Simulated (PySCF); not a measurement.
# Ionisation energy of Zn by level of theory

Zn [Ar] 3d10 4s2 (1S) → Zn⁺ [Ar] 3d10 4s1 (2S), as a difference of total energies. All numbers are calculated (PySCF 2.14, no relativity, point nucleus, in def2-TZVPPD (6s6p4d2f1g, 67 functions)). Correlated levels: valence: [Ar] frozen; valence and next inner shell: [Ne] frozen. The calculations carry no spin-orbit coupling.

Question: Order these methods by the ionisation energy they give, lowest first.
A. wB97X
B. MP2 (valence)
C. wB97M-V
D. MP2 (valence and next inner shell)

Answer: B (8.824 eV), D (8.875 eV), C (9.245 eV), A (9.400 eV).

These non-relativistic numbers lack the scalar-relativistic shift.

Errors of the correlated levels include the incompleteness of this basis and the frozen core.

MP2 underrates the near-degeneracy of ns² with np² in the lower species.

For comparison: 9.394 eV (measured; NIST Atomic Spectra Database, ionization energies).
